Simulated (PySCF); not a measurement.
Compound: GeEt(SiH3)3, C2H14GeSi3.
Cartesian coordinates in Å at the PBE0-D3(BJ)/def2-SVP level; atoms count from 1:
```
atom  x, y, z in Å
Ge1    0.291    0.004   -0.263
C2     0.191    0.007    1.714
C3    -1.234   -0.001    2.249
H4     0.740    0.897    2.064
H5     0.754   -0.870    2.069
H6    -1.250    0.008    3.351
H7    -1.804    0.875    1.905
H8    -1.787   -0.895    1.921
Si9    2.555   -0.040   -1.004
H10    3.242   -1.276   -0.512
H11    3.304    1.150   -0.492
H12    2.604   -0.029   -2.498
Si13  -0.763    1.950   -1.152
H14   -2.219    1.977   -0.805
H15   -0.633    1.970   -2.641
H16   -0.126    3.187   -0.599
Si17  -0.820   -1.910   -1.153
H18   -0.247   -3.165   -0.574
H19   -0.654   -1.950   -2.639
H20   -2.284   -1.873   -0.842
```

The calculation used TDDFT CAM-B3LYP/def2-SVPD, vertical, gas phase, core orbitals frozen in the response (PySCF 2.14.0, density-fitted response routines). The CAM-B3LYP/def2-SVPD calculation is non-relativistic and has no spin–orbit coupling, an omission that weighs most on germanium.

Transition dipole moments from the ground state, in atomic units and in the frame of the coordinates above (overall signs are arbitrary), for the states with f of 0.002 or more among the lowest 7:

```csv
state,E (eV),μx,μy,μz
S1,6.578,0.055,0.490,-0.007
S2,6.625,-0.500,0.036,0.016
S3,6.633,-0.030,0.299,0.003
S4,6.846,-0.142,-0.026,-0.205
S5,6.997,-0.704,0.037,-0.015
S6,6.997,0.002,0.383,-0.006
S7,7.112,0.127,0.834,0.005
```

Work out the oscillator strengths.

f = (2/3) ΔE |μ|² with ΔE in hartree (27.2114 eV).

```csv
state,|μ|² (au),|μ| (D),f
S1,0.244,1.25,0.039
S2,0.252,1.28,0.041
S3,0.090,0.76,0.015
S4,0.063,0.64,0.011
S5,0.497,1.79,0.085
S6,0.147,0.97,0.025
S7,0.711,2.14,0.124
```

Which bond between heavy atoms lies closest to the direction of the S7 transition dipole?

Ge1–Si17, at 30° from it; next Ge1–Si13 at 42°.

What angle do the transition dipoles of S4 and S5 make?

|cos θ| = |μa·μb| / (|μa| |μb|) = 0.58, so θ ≈ 55° (taken between 0 and 90°, since the signs are arbitrary).

How is the summed strength of these states shared among x, y and z?

(2/3) Σ ΔE μα² gives 0.132 for x, 0.200 for y and 0.007 for z, 0.340 in all.

On one thread, Intel Xeon Platinum 8259CL at 2.50 GHz (x86_64), no GPU, shared host, this took 2.2 min wall (with the writing of density and orbital grids) and 1.6 GiB of memory at its peak.

Without π bonds the low states may be Rydberg-like; a valence basis with one diffuse set may place them up to an eV too high.
